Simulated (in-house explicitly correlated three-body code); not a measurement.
Computed with an exponentially correlated three-body code. Model: two electrons around a point charge, non-relativistic, variational in 260 exponentially correlated functions (energies converged to about 1e-7 hartree, or 1e-8 relative for large Z).

Command:
```bash
python run_hyl.py task.json out
```
Settings (lengths in bohr, energies in hartree):
```
Z                      6
screening              6
interaction_strength   1
functions              260
states_tried           1
```

Cost of the run: 20 s on 1 thread of Arm Neoverse N1, with other jobs on the host.

**Ground state only, binding against the one-electron ion.**

Given: nuclear charge 6; Yukawa screening of all interactions 6 1/bohr.

Computed: one-electron threshold -0.37028844 hartree.

| term | energy (hartree) | binding (eV) |
| --- | --- | --- |
| 1 1S | -0.607021627 | 6.4418 |

**Converged states only, values per electron or pair (inverse distances are <exp(-kr)/r>).**

```tsv
term	mean r (bohr)	mean r squared (bohr²)	mean inverse r (1/bohr)	mean r12 (bohr)	mean inverse r12 (1/bohr)	mean cosine	mean p1 dot p2 (bohr⁻²)	delta r1 (bohr⁻³)	delta r12 (bohr⁻³)
1 1S	0.86298	1.2802	0.66179	1.3381	0.10672	-0.0065414	0.041613	13.39	0.47869
```
